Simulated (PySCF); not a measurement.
BH2O2, charge +1, multiplicity 1.

```xyz
5

O      0.0750     1.2523    -0.0546
B      0.0000     0.0000     0.0224
O     -0.0750    -1.2523    -0.0546
H     -0.3773     1.9915     0.3811
H      0.3773    -1.9915     0.3811
```
Charge +1, spin multiplicity 1.

Coordinates come from a B3LYP-D3(BJ)/def2-TZVP optimisation. The spin state was assumed, not searched. The isomer is the one that the SMILES or the coordinates give; other isomers of the formula were not compared. The values are those of a single conformer.

Level of theory: B3LYP/pcSseg-2 (PySCF). Non-relativistic, no solvent.

Computed absolute GIAO shielding of each atom: isotropic value and principal components (ppm):
| atom | σ(iso) | σ11 | σ22 | σ33 | span |
|---|---|---|---|---|---|
| O1 | 280.3 | 194.4 | 254.2 | 392.3 | 198.0 |
| B2 | 93.2 | 32.8 | 32.8 | 214.0 | 181.2 |
| O3 | 280.3 | 194.4 | 254.2 | 392.3 | 198.0 |
| H4 | 24.4 | 16.9 | 17.1 | 39.3 | 22.3 |
| H5 | 24.4 | 16.9 | 17.1 | 39.3 | 22.3 |
